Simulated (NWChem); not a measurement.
Correlation energy of HB

```xyz
2

B      0.0000     0.0000     0.2087
H      0.0000     0.0000    -1.0435
```
Charge 0, spin multiplicity 1.

Program: NWChem. All single points use one geometry, from PBE0/def2-SVP, a minimum by its harmonic frequencies.

Basis set: def2-TZVP. Each correlation energy counts from its own Hartree-Fock reference.

The correlated methods keep 1 core orbital frozen. The structure started from a generated list of species. No row is a measurement; the coupled-cluster row has its own basis-set and correlation limits.

Question: Order these methods by the correlation energy they give, lowest first: MP2, SCS-MP2, CR-CCSD[T], CCSD.

Answer: CR-CCSD[T] (-98.1 mHa), CCSD (-96.3 mHa), SCS-MP2 (-80.6 mHa), MP2 (-70.5 mHa)
